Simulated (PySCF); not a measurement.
C3H7BFN. Atoms are numbered in the order given.

```xyz
13

C      1.3392    -1.3646     0.0000
C      0.1251    -0.7881     0.0000
C     -1.1423    -1.6087     0.0000
B      0.0263     0.7779     0.0000
N     -1.1964     1.4625     0.0000
F      1.1558     1.5157     0.0000
H      2.2509    -0.7604     0.0000
H      1.4680    -2.4536     0.0000
H     -1.7637    -1.3837     0.8851
H     -1.7637    -1.3837    -0.8851
H     -0.9385    -2.6907     0.0000
H     -2.0945     0.9980     0.0000
H     -1.2497     2.4743     0.0000
```
Charge 0, spin multiplicity 1.

Coordinates come from a B3LYP-D3(BJ)/def2-SVP optimisation. This is a generated structure with no PubChem entry under its InChIKey; it may be hypothetical. One conformer was computed; it need not be the lowest.

All values below come from PySCF with B3LYP-D3(BJ)/def2-SVP.

Harmonic, unscaled wavenumbers; measured fundamentals usually lie a few per cent lower.

Computed harmonic wavenumbers and intensities:
```csv
mode,ν (cm⁻¹),IR (km/mol),Raman (Å⁴/amu),depolarisation,moving atoms (share of kinetic energy)
1,67,2.4,1.0,0.75,"C 35 %, F 24 %, H 21 %, N 20 %"
2,185,0.9,0.0,–,H 98 %
3,201,1.7,0.3,0.65,"C 37 %, H 25 %, N 20 %, F 16 %"
4,301,4.6,2.2,0.75,"C 47 %, H 30 %, B 17 %"
5,336,0.6,1.6,0.60,"C 36 %, H 26 %, F 26 %, N 12 %"
6,412,1.4,0.9,0.72,"H 31 %, C 31 %, F 23 %, B 9 %"
7,467,150.1,0.7,0.75,"H 81 %, N 18 %"
8,472,6.7,1.2,0.74,"C 32 %, H 24 %, F 18 %, N 17 %, B 9 %"
9,579,1.4,1.5,0.75,"H 90 %, C 9 %"
10,642,38.7,5.2,0.75,"H 44 %, B 39 %, C 10 %"
11,691,4.2,8.4,0.09,"C 37 %, H 24 %, N 21 %, F 11 %"
12,755,9.4,4.7,0.75,"H 64 %, B 28 %"
13,882,4.7,1.4,0.18,"H 55 %, N 24 %, F 20 %"
14,956,3.1,3.2,0.35,"C 51 %, H 46 %"
15,975,27.3,0.9,0.75,"H 74 %, C 26 %"
16,1008,4.3,4.2,0.59,"H 75 %, C 25 %"
17,1051,0.2,0.3,0.75,"H 65 %, C 35 %"
18,1188,78.7,1.1,0.51,"C 33 %, H 32 %, B 24 %"
19,1367,88.8,1.3,0.49,"H 51 %, B 25 %, C 20 %"
20,1386,109.8,8.5,0.58,"B 47 %, H 30 %, C 15 %"
21,1402,55.0,7.4,0.53,"H 41 %, B 27 %, C 26 %"
22,1425,31.4,43.7,0.51,"H 79 %, C 15 %"
23,1455,6.6,15.9,0.75,H 96 %
24,1470,34.0,5.0,0.61,H 93 %
25,1594,218.9,3.4,0.75,"H 65 %, N 21 %, B 11 %"
26,1697,25.8,39.5,0.15,"C 86 %, H 11 %"
27,3008,26.0,139.7,0.02,H 97 %
28,3068,19.7,82.1,0.75,"H 91 %, C 9 %"
29,3107,18.5,65.5,0.74,"H 91 %, C 9 %"
30,3117,15.8,122.5,0.13,H 94 %
31,3218,7.6,80.2,0.71,"H 90 %, C 10 %"
32,3604,48.1,139.2,0.15,H 96 %
33,3710,32.5,58.7,0.74,"H 91 %, N 9 %"
```
